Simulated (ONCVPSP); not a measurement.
W: ONCV pseudisation with PBE, non-relativistic reference atom.

```json
{
 "Element": "W (Z = 74)",
 "Generator": "ONCVPSP 4.0.1",
 "Type": "optimised norm-conserving Vanderbilt (ONCV)",
 "Functional": "PBE",
 "Relativity": "non-relativistic",
 "Frozen core": "[Kr] 4d10 4f14",
 "Valence charge": "14",
 "Reference configuration": "5s2 5p6 5d5 6s1",
 "Partial waves": "5s+6s: rc 2.15 bohr, ncon 5, nbas 9, qcut 6.5 1/bohr, 2 projectors; 5p: rc 1.70 bohr, ncon 3, nbas 7, qcut 6.6 1/bohr, 2 projectors, debl 3.5 Ha; 5d: rc 1.70 bohr, ncon 4, nbas 7, qcut 5.5 1/bohr, 2 projectors, debl 2.8 Ha",
 "Local potential": "polynomial inside 1.15 bohr (lpopt 5, dvloc0 0 Ha)",
 "Core correction": "polynomial model core, fcfact 0.25"
}
```

All-electron outer shells of the reference configuration (PBE, non-relativistic, ld1.x):

| shell | level (eV) | outermost node (bohr) | outermost maximum (bohr) |
| --- | --- | --- | --- |
| 5s | -62.38 | 0.58 | 1.05 |
| 4f | -39.13 | – | 0.42 |
| 5p | -38.24 | 0.59 | 1.14 |
| 5d | -3.98 | 0.63 | 1.49 |
| 6s | -3.96 | 1.41 | 3.07 |

Results:

| Item | Value |
| --- | --- |
| Cutoffs needed | 15 Ha and 21 Ha (the cutoffs (Ha) at which the residual kinetic energy of the hardest occupied pseudo-wave falls to 1 and 0.1 mHa per electron) |
| Ghost test | no bound ghost flagged; GHOST(+) flagged for s at 38.0 eV, p at 240.3 eV |
| Largest excitation error | -19 meV (all-electron minus pseudo) for 5s2 5p6 5d3 6s2, out of 4 test configurations |
| rms error of d²Exc/dni dnj | 4.61 mHa without and 1.09 mHa with the model core |

Generation and tests took about 4.8 s on one core of a shared server CPU.
